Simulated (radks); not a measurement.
Question: The mean radii <r> (bohr) of the occupied orbitals of an atom or ion are listed with their occupations. All-electron calculation, scalar-relativistic Kohn-Sham, BLYP, spin-polarised, spherical densities, finite nucleus; Fermi nuclear charge, rms radius of each element as measured or else 0.836 A^(1/3) + 0.57 fm. Program: a radial shooting solver on a logarithmic mesh with Libxc functionals.

| orbital | occ. | <r> |
|---|---|---|
| 1s up | 1 | 0.02102 |
| 1s down | 1 | 0.02102 |
| 2s up | 1 | 0.08523 |

Name the element and its charge. Open shells, if any, are filled with parallel spins first.

Answer: Z = 66, dysprosium, charge +63: Dy63+ in [He] 2s1. The 1s radius gives Z: for a bare nucleus <r> = (2 gamma + 1)/(2Z) with gamma = sqrt(1 - (Z/c)^2), 0.02085 bohr for Z = 66, and screening makes it slightly larger (0.02102 here). The occupations add up to 3, and the charge is Z minus that.
